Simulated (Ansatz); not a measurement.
```xyz
11

B     2.051   -0.496    0.279
O     1.475    0.114   -0.772
Si   -0.098    0.547   -1.097
Ge   -1.594   -0.040    0.664
H     3.234   -0.687    0.246
H     1.382   -0.835    1.223
H    -0.110    2.015   -1.322
H    -0.487   -0.132   -2.359
H    -1.225    0.663    1.979
H    -1.620   -1.558    0.903
H    -3.009    0.409    0.256
```

The species carries charge 0 and has multiplicity 1.

Problem. List the r2SCAN/def2-TZVPP orbital energies in eV (Ansatz 0.2.0). (An estimate is asked.)

Solution. The calculation gave: Occupied: -10834.13, -1791.94, -1349.27, -1199.32, -1199.31, -1199.31, -516.53, -181.19, -167.43, -142.31, -117.11, -117.11, -117.11, -97.21, -97.16, -97.14, -30.41, -30.41, -30.38, -30.34, -30.34, -27.01, -15.45, -14.41, -12.15, -11.21, -10.57, -10.55, -8.93, -8.78, -8.40, -7.84, -7.10. Lowest empty: -1.32, -0.85, -0.12, 0.17, 0.70, 1.04, 1.79, 1.93.
